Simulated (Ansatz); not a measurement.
Two structures of BNH4SeF2, closed shell, reached by relaxing down either side of one saddle point (PBE0-D4/def2-TZVP). Energies are electronic, without zero-point energy. Program: Ansatz 0.2.0. Basis: def2-TZVPP and def2-QZVPP. Cores are frozen in the correlated methods. Filled d shells of the heavier atoms are correlated. The def2 sets are not built for correlating such inner shells, so the correlated values are less sure here. Extrapolation: Hartree–Fock as exp(−7.88 √X), correlation as X^−2.97. First:

B1  (0.153, 0.617, -1.412)
N2  (1.127, 0.144, -0.543)
F3  (-1.146, 0.450, -1.152)
F4  (0.466, 1.255, -2.536)
H5  (-0.974, -0.113, 2.859)
Se6  (-0.898, -1.394, 2.147)
H7  (2.107, 0.256, -0.725)
H8  (0.893, -0.342, 0.309)
H9  (-1.727, -0.872, 1.054)
(Å)

Second:

```
atom    x (Å)    y (Å)    z (Å)
  B1  -0.4515   0.4711  -0.3658
  N2   1.0439  -0.1323   0.0108
  F3  -0.7952  -0.1890  -1.5125
  F4  -0.2346   1.8138  -0.5179
  H5   1.3753   0.2917   0.8721
 Se6  -1.6701   0.0987   1.2498
  H7   1.7043   0.0648  -0.7395
  H8   0.9911  -1.1361   0.1537
  H9  -1.9632  -1.2826   0.8493
```

**Question.** Which bonds change from the first to the second?

**Answer.** BNH₂F₂ ([NH2][B]([F])[F]) + H₂Se → BHSeF₂ ([F][B]([F])[SeH]) + NH₃ (still joined by a long B–N bond); bonds formed: B1–Se6, N2–H5; bonds broken: H5–Se6; bonds weakened to dative contacts: B1–N2.

**Question.** Give the saddle point's structure and its height above each. (Judge from chemistry; the value comes from the calculation.)

**Answer.** Computed: 116.2 kJ/mol above the first and 120.4 kJ/mol above the second (CCSD(T) at an estimated basis limit (MP2 extrapolated from triple and quadruple zeta, plus CCSD(T) − MP2 in triple zeta)).
B1  (-0.221, 0.443, -0.732)
N2  (1.032, -0.135, -0.116)
F3  (-0.915, -0.354, -1.539)
F4  (-0.224, 1.757, -0.934)
H5  (0.276, -0.172, 1.015)
Se6  (-1.320, 0.195, 1.558)
H7  (1.825, 0.492, -0.066)
H8  (1.307, -1.049, -0.454)
H9  (-1.760, -1.175, 1.267)
(Å)

The T1 diagnostic stays at or below 0.012.

Labels in which every atom is bracketed show which atoms are joined, not bond orders.

For scale, one of the runs: CCSD(T)/def2-TZVPP, 228 basis functions, launched by `ansatz run in.yaml --threads 8 --pin off --events-out ev --progress --plain --max-ram 19148MiB`. The run took 68 s on 8 CPU threads of a Oxide Virtual Turin-like (shared host), with 4.3 GiB of host memory at its peak.
